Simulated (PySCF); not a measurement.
## C⁺: ionisation energy

C⁺ [He] 2s2 2p1 (2P) → C²⁺ [He] 2s2 (1S), as a difference of total energies. Calculation: PySCF 2.14, in aug-cc-pCVTZ-DK; scalar relativity by spin-free X2C-1e. Correlated levels: valence: 1s2 frozen. The calculations carry no spin-orbit coupling.

```json
{"method": "UHF", "ionisation energy (eV)": "24.149"}
{"method": "MP2 (valence)", "ionisation energy (eV)": "24.367"}
{"method": "SCS-MP2 (valence)", "ionisation energy (eV)": "24.325"}
{"method": "CCSD (valence)", "ionisation energy (eV)": "24.203"}
{"method": "CCSD(T) (valence)", "ionisation energy (eV)": "24.235"}
```

A first-order spin-orbit estimate (lowest level to lowest level, LS coupling) adds 0.005 eV.

Errors of the correlated levels include the incompleteness of this basis and the frozen core.

The coupled-cluster amplitudes are large for C²⁺ (T1 above 0.03 or a double amplitude above 0.15), so a single reference is strained.

Task: Which method comes closest to the reference value, and which is furthest?

Result: The reference is 24.383 eV (measured; NIST Atomic Spectra Database, ionization energies). Closest: MP2 (valence) (error -0.011 eV); furthest: UHF (error -0.229 eV), both after the spin-orbit estimate.
